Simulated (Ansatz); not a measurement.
Two members of one family ([Ln(H2O)6]3+), computed with Ansatz in the gas phase; def2 core potentials for Dy, Tb, no spin–orbit coupling. The two geometries come from different levels. HOMO and LUMO are taken over both spins. With an open 4f shell the SCF may have ended above the lowest state. The structures are stationary points that may keep the symmetry of their start.

First: [Tb(H2O)6]3+ (septet, charge 3, r2SCAN-D4/def2-SVP geometry).

```xyz
19

Tb    0.000    0.000    0.000
O    -0.390    2.131   -0.844
H    -1.122    2.426   -1.424
H     0.140    2.943   -0.702
O     0.393   -2.133    0.841
H    -0.135   -2.945    0.695
H     1.126   -2.428    1.421
O     1.283   -0.504   -1.873
H     1.486    0.074   -2.637
H     1.746   -1.342   -2.080
O    -1.284    0.502    1.874
H    -1.748    1.340    2.080
H    -1.486   -0.076    2.639
O    -1.901   -0.780   -1.089
H    -2.819   -0.813   -0.750
H    -1.969   -1.150   -1.993
O     1.898    0.783    1.092
H     1.965    1.153    1.997
H     2.817    0.821    0.754
```

```tsv
level	HOMO (eV)	LUMO (eV)	gap (eV)
PBE-D4/def2-SVP	-18.91	-17.94	0.97
PBE-D4/def2-TZVP	-19.12	-18.13	0.99
r2SCAN-D4/def2-TZVP	-18.64	-16.67	1.97
PBE0-D4/def2-SVP	-22.09	-14.22	7.87
PBE0-D4/def2-TZVP	-22.17	-14.31	7.87
```

Metal–donor distances: 6 × O 2.33 Å.

Second: [Dy(H2O)6]3+ (sextet, charge 3, PBE-D4/def2-SVP geometry).

Cartesian coordinates in Å:
```
Dy 0.001 0.002 0.000
O 1.292 1.493 -1.233
H 2.251 1.427 -1.459
H 1.005 2.339 -1.651
O -1.289 -1.492 1.229
H -1.000 -2.339 1.648
H -2.249 -1.432 1.453
O 0.506 1.130 1.971
H 1.067 1.934 2.081
H 0.212 0.917 2.888
O -0.509 -1.132 -1.965
H -0.221 -0.919 -2.886
H -1.067 -1.938 -2.070
O 1.874 -1.353 0.253
H 2.182 -2.085 -0.334
H 2.545 -1.327 0.975
O -1.873 1.357 -0.254
H -2.545 1.330 -0.978
H -2.181 2.089 0.331
```

**Question.** Estimate how these quantities change from the first to the second (second minus first).

**Answer.** 
| level | Δ HOMO (eV) | Δ LUMO (eV) | Δ gap (eV) |
| --- | --- | --- | --- |
| PBE-D4/def2-SVP | -0.82 | -0.86 | -0.04 |
| PBE-D4/def2-TZVP | -0.80 | -0.86 | -0.06 |
| r2SCAN-D4/def2-TZVP | -1.41 | -1.17 | 0.24 |
| PBE0-D4/def2-SVP | -0.56 | -0.87 | -0.31 |
| PBE0-D4/def2-TZVP | -0.59 | -0.88 | -0.29 |

Metal–donor distances: 6 × O 2.33 Å.
